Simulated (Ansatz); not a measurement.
# Ligand exchange: GeH2(CH3)I + SnHF3 → GeH3I + Sn(CH3)F3

Gas-phase species: GeH2(CH3)I, singlet; SnHF3 `[F][SnH]([F])[F]`, singlet; GeH3I `[GeH3][I]`, singlet; Sn(CH3)F3, singlet. The partners trade CH3 for H: Ge–CH3 and Sn–H bonds give way to Ge–H and Sn–CH3.

Shapes, held fixed at every level: PBE0-D4/def2-TZVP. Programs: Ansatz 0.2.0. The zero-point and thermal change to 298 K, harmonic and unscaled (PBE0-D4/def2-TZVP), is +1.7 kJ/mol.

Estimate ΔH(298 K) of this reaction.

The highest level, CCSD(T)/def2-TZVPP, gives ΔH(298 K) = -9.8 kJ/mol; the levels span -12.0 to -9.8. The column of differences is taken from that level and isn't an error. No measured value is set beside it here. For atoms past krypton def2 sets carry core potentials with scalar relativity. Relativity is left out for Ge. Outer-core shells of Ge, I, Sn are correlated, in sets that cover them unevenly.

| level | kind | ΔH(298 K) (kJ/mol) | less CCSD(T)/def2-TZVPP |
| --- | --- | --- | --- |
| HF/def2-SVP | Hartree–Fock | -10.5 | -0.7 |
| B3LYP-D4/def2-TZVPP | global hybrid | -12.0 | -2.2 |
| BHLYP-D4/def2-TZVPP | global hybrid | -10.5 | -0.7 |
| r2SCAN0-D4/def2-TZVPP | global hybrid | -9.8 | 0.0 |
| CCSD(T)/def2-SVP | coupled cluster or CI | -10.5 | -0.7 |
| CCSD/def2-SVP | coupled cluster or CI | -10.6 | -0.8 |
| CCSD(T)/def2-TZVPP | coupled cluster or CI | -9.8 | 0.0 |
